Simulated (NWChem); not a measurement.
# C3H5Br; SMILES C/C=C\Br

```xyz
9

C     -0.8760     2.1946     0.0000
C      0.5484     1.7319     0.0000
C      1.0183     0.4864     0.0000
Br    -0.0692    -1.0931     0.0000
H     -1.5769     1.3567     0.0000
H     -1.0786     2.8170    -0.8813
H     -1.0786     2.8170     0.8813
H      1.3123     2.5113     0.0000
H      2.0729     0.2416     0.0000
```
Atoms are numbered in this order, from 1.

Level: B3LYP/6-31G* (spherical d) (NWChem), optimised geometry, unscaled harmonic frequencies. This build's default masses of Se (78.918 u) and Br (79.917 u) are each other's, which moves their modes by up to 0.6 %. B3LYP is NWChem's, with the RPA form of VWN correlation.

```csv
frequency (cm⁻¹),IR intensity (km/mol)
120,0.2
195,0.5
389,0.5
487,3.5
675,36.7
694,47.7
944,14.6
945,0.6
1076,0.3
1093,0.0
1260,2.3
1346,64.8
1442,3.0
1512,3.7
1515,6.8
1714,14.9
3043,20.4
3089,18.1
3141,2.4
3157,13.5
3248,7.5
```

```
Property                                                                            Value
-----------------------------------------------------------------------  ----------------
zero-point energy                                                           44.4 kcal/mol
thermal correction to the enthalpy at 298.15 K (with zero-point energy)     48.2 kcal/mol
heat capacity Cv                                                         16.3 cal/(mol K)
entropy at 298.15 K and 1 atm (symmetry number 1)                        74.4 cal/(mol K)
dipole moment                                                                      1.90 D
```

Rigid rotor and harmonic oscillator.
